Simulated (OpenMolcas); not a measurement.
# N2+, P2+, As2+, Sb2+, Bi2+: ns2 np down the group

| Property | Result |
| --- | --- |
| Program | OpenMolcas 26.06 |
| Method | RASSCF |
| Basis | ANO-R3 |
| Scalar Hamiltonian | X2C, finite nucleus |
| Spin-orbit coupling | RASSI with atomic mean-field integrals over the reference wave functions, term energies averaged over their components |

Active space for each ion: 1 electron in 9 orbitals (RAS2 p; RAS3 s d, at most 1 electron).

Computed levels in cm-1 above 2P* 1/2:

```
                                Level  N2+  P2+  As2+  Sb2+   Bi2+
                              2P* 3/2  173  504  2638  5839  18019
weight of 2P* in the lowest level (%)  100  100   100   100    100
```

Measured, with the error of the calculation in %. Measured levels: N2+ from Moore, Selected Tables of Atomic Spectra, NSRDS-NBS 3, section 5; P2+ from Martin, Zalubas and Musgrove, J. Phys. Chem. Ref. Data 14, 751 (1985); As2+ from Moore, Atomic Energy Levels, vol. II, NSRDS-NBS 35 (1971 reprint of NBS Circular 467, 1952); Sb2+, Bi2+ from Moore, Atomic Energy Levels, vol. III, NSRDS-NBS 35 (1971 reprint of NBS Circular 467, 1958).

```
  Level         N2+         P2+          As2+          Sb2+           Bi2+
2P* 3/2  174 (-1.0)  559 (-9.9)  2940 (-10.3)  6576 (-11.2)  20788 (-13.3)
```

The fine-structure level 2P* 3/2 changes by a factor of 104 from N2+ to Bi2+.

With one active electron the reference holds no correlation, so core polarisation is missing. Measured partners are found by configuration, term and J. A level has none where our copy of the source lacks it or the pairing is in doubt (some pairs that miss far off the trend of their configuration count as doubtful), and it then counts in no deviation. Only configurations of the active space appear.

* marks odd parity.
